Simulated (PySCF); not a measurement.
Ligands exchanged one at a time, Ga CH3-OH. Gas-phase values, no solvent. One relaxed conformer stands for each flexible species; it need not be the lowest. Strings in code marks are SMILES.

The T1 excitation (TDA) from two functionals at the same geometries (M06-2X/def2-TZVP), both in PySCF: PBE-D3(BJ)/def2-TZVP and B3LYP-D3(BJ)/def2-TZVP. B3LYP has the VWN-RPA correlation part, as in Gaussian. Excitations are Tamm–Dancoff values on a coarser integration grid. The basis has no diffuse functions, so Rydberg states are missing or too high.

| species | PBE-D3(BJ)/def2-TZVP (eV) | B3LYP-D3(BJ)/def2-TZVP (eV) |
|---|---|---|
| 0 of 3 CH3 replaced by OH (`[CH3][Ga]([CH3])[CH3]`) | 4.64 | 4.89 |
| 1 of 3 CH3 replaced by OH | 5.18 | 5.45 |
| 2 of 3 CH3 replaced by OH (`[OH][Ga]([OH])[CH3]` (O–Ga–O–H torsion 180°, O–Ga–O–H torsion 0°)) | 5.50 | 6.05 |
| 3 of 3 CH3 replaced by OH (`[OH][Ga]([OH])[OH]`) | 5.14 | 5.70 |

Over these rows, drawn at random from the members with no instability flagged (it was tested for open shells, ions and some series alone), PBE minus B3LYP-D3(BJ): mean -0.40 eV, from -0.56 eV to -0.24 eV.
